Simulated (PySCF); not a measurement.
## A small calculation by hand: dipole moment from atomic charges

SnClI3, SMILES [Cl][Sn]([I])([I])[I]. Atoms are numbered in the order given.

```xyz
5

Cl     0.0000     0.0000     2.7757
Sn     0.0000     0.0000     0.4179
I      2.2196     1.2815    -0.4282
I     -2.2196     1.2815    -0.4282
I      0.0000    -2.5630    -0.4282
```
Charge 0, spin multiplicity 1.

Coordinates come from a B3LYP-D3(BJ)/def2-SVP optimisation. The def2 effective core potentials stand for the cores of I, Sn; spin–orbit coupling is left out.

Charges (e) from PBE/def2-TZVP (PySCF):

```
atom  Mulliken  ESP fit
----  --------  -------
Cl1     -0.278   -0.024
Sn2      0.734   -0.194
I3      -0.152    0.073
I4      -0.152    0.073
I5      -0.152    0.073
```

The dipole moment of the full density is 1.17 D.

What dipole moment does each set of point charges give, and which comes closer to that of the density?


μ = Σ q r, and 1 e Å = 4.8032 D.
Mulliken: Σ q r = (0.000, 0.000, -0.270) e Å, |μ| = 1.30 D.
ESP fit: Σ q r = (0.000, 0.000, -0.241) e Å, |μ| = 1.16 D.
ESP fit comes closer in size. Point charges leave out the atoms' own dipoles (lone pairs, polarised bonds); fits to the potential absorb them, partitions of the density don't.
